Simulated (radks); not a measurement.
Q: Coherent X-ray form factor from a spherical all-electron density. Method: Dirac Kohn-Sham, PBEsol, spin-unpolarised, spherical densities, point nucleus; computed with a radial shooting solver on a logarithmic mesh with Libxc functionals.

sin(theta)/lambda (1/angstrom),f0 (electrons)
0.05,28.933
0.1,28.735
0.15,28.411
0.2,27.969
0.25,27.420
0.3,26.777
0.4,25.264
0.5,23.545
0.6,21.723
0.8,18.090
1,14.804
1.25,11.475
1.5,9.077
2,6.451

The species is in the configuration that NIST lists as its ground one. Which atom or ion scatters so?

A: The palladium ion Pd17+, [Ar] 3d10 4s1. Extrapolating in s^2 from the first two rows gives f0(0) = 29.0, near the electron count 29; among species with that count, the fall with angle is slower the higher Z, and the table is that of Z = 46; from so few rows the species is fixed only to a neighbour or two.
